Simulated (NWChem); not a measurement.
A calculation on ClMg (+1)

Everything below was run with NWChem. Structure: optimised with PBE/def2-SVP, a minimum by its harmonic frequencies.

Job file:

```
start mol
memory heap 200 mb stack 900 mb global 1100 mb
charge 1
geometry "system" units angstroms nocenter noautoz noautosym
  Mg     0.000000     0.000000    -1.268759
  Cl     0.000000     0.000000     0.895595
end
set geometry "system"
basis spherical
  * library 6-31g*
end
dft
  xc xpbe96 cpbe96
  semidirect memsize 60000000 filesize 0
  iterations 100
  convergence energy 1e-10 density 1e-9 gradient 1e-8
  tolerances tight
end
task dft energy
rt_tddft
  tmax 150.0
  dt 0.2
  tag "kick"
  print dipole
  field "kick"
    type delta
    polarization z
    max 0.0001
  end
  excite "system" with "kick"
end
task dft rt_tddft
```

Change of the dipole's z component after the kick, in units of 1e-4 a.u.:

```json
[
 {"time (a.u.)": "0.0", "Δμ": "0.000"},
 {"time (a.u.)": "0.4", "Δμ": "0.241"},
 {"time (a.u.)": "0.8", "Δμ": "0.499"},
 {"time (a.u.)": "1.2", "Δμ": "0.714"},
 {"time (a.u.)": "1.6", "Δμ": "0.829"},
 {"time (a.u.)": "2.0", "Δμ": "0.906"},
 {"time (a.u.)": "2.4", "Δμ": "0.914"},
 {"time (a.u.)": "2.8", "Δμ": "0.916"},
 {"time (a.u.)": "3.2", "Δμ": "0.875"},
 {"time (a.u.)": "3.6", "Δμ": "0.848"},
 {"time (a.u.)": "4.0", "Δμ": "0.792"},
 {"time (a.u.)": "4.4", "Δμ": "0.747"},
 {"time (a.u.)": "4.8", "Δμ": "0.682"},
 {"time (a.u.)": "5.2", "Δμ": "0.620"},
 {"time (a.u.)": "5.6", "Δμ": "0.547"},
 {"time (a.u.)": "6.0", "Δμ": "0.474"},
 {"time (a.u.)": "6.4", "Δμ": "0.384"},
 {"time (a.u.)": "6.8", "Δμ": "0.291"},
 {"time (a.u.)": "7.2", "Δμ": "0.198"},
 {"time (a.u.)": "7.6", "Δμ": "0.131"},
 {"time (a.u.)": "8.0", "Δμ": "0.109"},
 {"time (a.u.)": "8.4", "Δμ": "0.126"},
 {"time (a.u.)": "8.8", "Δμ": "0.191"},
 {"time (a.u.)": "9.2", "Δμ": "0.279"},
 {"time (a.u.)": "9.6", "Δμ": "0.381"},
 {"time (a.u.)": "10.0", "Δμ": "0.475"},
 {"time (a.u.)": "10.4", "Δμ": "0.555"},
 {"time (a.u.)": "10.8", "Δμ": "0.611"},
 {"time (a.u.)": "11.2", "Δμ": "0.652"},
 {"time (a.u.)": "11.6", "Δμ": "0.663"},
 {"time (a.u.)": "12.0", "Δμ": "0.654"},
 {"time (a.u.)": "12.4", "Δμ": "0.604"},
 {"time (a.u.)": "12.8", "Δμ": "0.523"},
 {"time (a.u.)": "13.2", "Δμ": "0.413"},
 {"time (a.u.)": "13.6", "Δμ": "0.287"},
 {"time (a.u.)": "14.0", "Δμ": "0.161"},
 {"time (a.u.)": "14.4", "Δμ": "0.048"},
 {"time (a.u.)": "14.8", "Δμ": "-0.044"},
 {"time (a.u.)": "15.4", "Δμ": "-0.140"},
 {"time (a.u.)": "15.8", "Δμ": "-0.202"},
 {"time (a.u.)": "16.2", "Δμ": "-0.262"},
 {"time (a.u.)": "16.6", "Δμ": "-0.345"},
 {"time (a.u.)": "17.0", "Δμ": "-0.415"},
 {"time (a.u.)": "17.4", "Δμ": "-0.500"},
 {"time (a.u.)": "17.8", "Δμ": "-0.544"},
 {"time (a.u.)": "18.2", "Δμ": "-0.591"},
 {"time (a.u.)": "18.6", "Δμ": "-0.588"},
 {"time (a.u.)": "19.0", "Δμ": "-0.577"},
 {"time (a.u.)": "19.4", "Δμ": "-0.514"},
 {"time (a.u.)": "19.8", "Δμ": "-0.443"},
 {"time (a.u.)": "20.2", "Δμ": "-0.330"},
 {"time (a.u.)": "20.6", "Δμ": "-0.239"},
 {"time (a.u.)": "21.0", "Δμ": "-0.140"},
 {"time (a.u.)": "21.4", "Δμ": "-0.112"},
 {"time (a.u.)": "21.8", "Δμ": "-0.106"},
 {"time (a.u.)": "22.2", "Δμ": "-0.166"},
 {"time (a.u.)": "22.6", "Δμ": "-0.219"},
 {"time (a.u.)": "23.0", "Δμ": "-0.291"},
 {"time (a.u.)": "23.4", "Δμ": "-0.317"},
 {"time (a.u.)": "23.8", "Δμ": "-0.346"},
 {"time (a.u.)": "24.2", "Δμ": "-0.325"},
 {"time (a.u.)": "24.6", "Δμ": "-0.325"},
 {"time (a.u.)": "25.0", "Δμ": "-0.288"},
 {"time (a.u.)": "25.4", "Δμ": "-0.281"},
 {"time (a.u.)": "25.8", "Δμ": "-0.250"},
 {"time (a.u.)": "26.2", "Δμ": "-0.246"},
 {"time (a.u.)": "26.6", "Δμ": "-0.215"},
 {"time (a.u.)": "27.0", "Δμ": "-0.205"},
 {"time (a.u.)": "27.4", "Δμ": "-0.160"},
 {"time (a.u.)": "27.8", "Δμ": "-0.134"},
 {"time (a.u.)": "28.2", "Δμ": "-0.060"},
 {"time (a.u.)": "28.6", "Δμ": "0.000"},
 {"time (a.u.)": "29.0", "Δμ": "0.098"},
 {"time (a.u.)": "29.4", "Δμ": "0.169"},
 {"time (a.u.)": "29.8", "Δμ": "0.245"}
]
```
